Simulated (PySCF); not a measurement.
C12H10, SMILES c1cccc(c1)-c1ccccc1.

The structure is a stationary point at B3LYP-D3(BJ)/def2-SVP. Other conformers were not sampled.

All values below come from PBE/def2-SVP (PySCF).

The molecule is in vacuum.

The total energy is -462.37260 hartree and the point group comes out as D2. The highest occupied level comes out as -5.63 eV, the lowest empty level is -1.71 eV and the orbital gap is 3.93 eV. The dipole moment is 0.00 D and the quadrupole, principal values (traceless, Buckingham form, about the centre of nuclear charge) is -11.37, 4.54, 6.83 D·Å. The mean static polarisability is 130.4 bohr³ (19.33 Å³) and the polarisability, principal values is 62.1, 127.1, 202.1 bohr³.
